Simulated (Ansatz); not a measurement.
Consider the redistribution: `F[CH2][ZnH]` + `[NH2][GaH][NH2]` → `[NH2][ZnH]` + `[NH2][GaH][CH2]F`.

Program: Ansatz. Geometries: PBE0-D4/def2-TZVP. ΔE: electronic, gas phase. CBS: MP2 limit from def2 TZ/QZ plus the TZ coupled-cluster correction, frozen cores. Functionals use def2-TZVPP. B3LYP here is the variant with VWN-RPA as its local correlation; programs differ in this. For Ga, Zn outer-core shells are correlated without core-valence functions, which leaves a few kJ/mol of doubt a bond. Scalar relativity is left out up to krypton. One conformer a species, not always the lowest.

`F[CH2][ZnH]`:

```xyz
6

F     0.511   -0.220   -1.620
C     0.332   -0.553   -0.269
Zn   -0.603    0.925    0.642
H     1.323   -0.753    0.153
H    -0.228   -1.494   -0.236
H    -1.335    2.094    1.330
```

`[NH2][GaH][NH2]`:

Z-matrix (Å, degrees):
```
N
Ga 1 1.816
H 1 1.005 2 123.2
H 1 1.005 2 124.7 3 -174.1
N 2 1.816 1 117.1 3 176.9
H 2 1.553 1 121.4 3 -3.2
H 5 1.005 2 123.2 1 177.3
H 5 1.005 2 124.7 1 2.0
```

`[NH2][ZnH]`:

```xyz
5

N    -0.625    0.511   -0.216
Zn    0.714   -0.516    0.458
H    -1.498    0.085   -0.489
H    -0.411    1.252   -0.867
H     1.820   -1.332    1.113
```

`[NH2][GaH][CH2]F`:

Z-matrix (Å, degrees):
```
C
Ga 1 1.989
F 1 1.393 2 111.3
H 1 1.096 2 111.3 3 -120.3
H 1 1.096 2 111.3 3 120.3
N 2 1.816 1 116.3 3 180.0
H 2 1.559 1 126.0 3 -0.1
H 6 1.006 2 125.0 1 -0.0
H 6 1.006 2 123.4 1 179.9
```

Problem. Is it downhill or uphill in electronic energy at CCSD(T)/CBS, and by how much? (Best estimate.)

Solution. The calculation gave: Uphill: ΔE = +0.10 eV.

Problem. What do these levels give: B3LYP-D4, ωB97M-V, MP2/def2-TZVPP, CCSD/def2-TZVPP, SCS-MP2/def2-QZVPP, HF/CBS(def2)? (An estimate is asked.)

Solution. The calculation gave: B3LYP-D4 0.10, ωB97M-V 0.10, MP2/def2-TZVPP 0.09, CCSD/def2-TZVPP 0.10, SCS-MP2/def2-QZVPP 0.10, HF/CBS(def2) 0.17 eV.

Largest T1 diagnostic among the species: 0.016.

In def2-TZVPP, CCSD(T) changes the Hartree–Fock value by −0.08 eV (the triples alone add −0.01 eV) and MP2 by −0.09 eV.
